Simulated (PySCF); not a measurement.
Q: What does the PBE0-D3(BJ)/def2-SVP structure of `C[Se]C1=C=CCCCCCC1` look like in three dimensions?

A: 
```xyz
27
C10H16Se angstrom
C      4.0886   -0.5472   -0.5043
Se     2.3551   -0.7008   -1.3714
C      1.2366   -0.4990    0.1735
C      0.2834   -1.3803    0.3631
C     -0.8302   -2.0633    0.4603
C     -2.0711   -1.6612   -0.3010
C     -1.9835   -0.3305   -1.0496
C     -2.2362    0.9319   -0.2213
C     -1.2645    1.2926    0.9055
C      0.1503    1.7375    0.4839
C      1.2781    0.8029    0.9376
H      4.1800    0.4057    0.0345
H      4.8413   -0.5753   -1.3046
H      4.2522   -1.3891    0.1811
H     -0.8884   -2.9509    1.1028
H     -2.3095   -2.4710   -1.0143
H     -2.9227   -1.6402    0.4044
H     -1.0096   -0.2654   -1.5643
H     -2.7395   -0.3451   -1.8515
H     -3.2469    0.8500    0.2174
H     -2.2891    1.7878   -0.9177
H     -1.7307    2.1130    1.4754
H     -1.1963    0.4531    1.6161
H      0.2104    1.8397   -0.6137
H      0.3555    2.7430    0.8867
H      2.2506    1.2956    0.7874
H      1.1872    0.6043    2.0186
```

Any rigid rotation of these coordinates is as good. Atoms count from 1 in this order. The 9-membered ring C3–C4–C5–C6–C7–C8–C9–C10–C11 has internal angles of 110.8° to 168.1° (sum 1105°, against 1260° for a flat polygon); it is puckered, 0.43 Å rms from its mean plane, widest ring torsion 116°. Se2 (selenium bonded to 2 C) is bent (angle 98.8°). Of the pairs four or more bonds apart, C4···H18 is among the closest relative to their van der Waals radii: 2.57 Å, 89 % of the sum of Bondi's values. The C–C distances run from 1.310 Å (C4=C5, drawn double) to 1.542 Å (C9–C10, drawn single), a spread of 0.232 Å.

Bonds between heavy atoms (Å): C1–Se2 1.944, Se2–C3 1.918, C3=C4 1.312, C4=C5 1.310, C5–C6 1.510, C6–C7 1.529, C7–C8 1.531, C8–C9 1.531, C9–C10 1.542, C10–C11 1.533, C3–C11 1.510.

Method used: PBE0-D3(BJ)/def2-SVP geometry optimisation, gas phase in PySCF.

Point group: C1 (no symmetry element, even within 0.4 Å). Whether it is a minimum is left open (no frequencies). The numbers are those of one conformer (C1–Se2–C3–C4 -130°, C4–C5–C6–C7 -7°, C5–C6–C7–C8 -82°, C6–C7–C8–C9 65°, C7–C8–C9–C10 69°).
